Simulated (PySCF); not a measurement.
A structure optimised at PBE-D3(BJ)/def2-SVP, used in a PySCF frequency run:

```
In
F 1 1.9632
Cl 1 2.3366 2 118.38
Cl 1 2.3366 2 118.38 3 180.00
```

Question: Write its SMILES, formula and point group.

Answer: [F][In]([Cl])[Cl], Cl2FIn, C2v

Question: What are its rotational constants (standard atomic weights)?

Answer: 3.3191, 1.6865, 1.1183 GHz
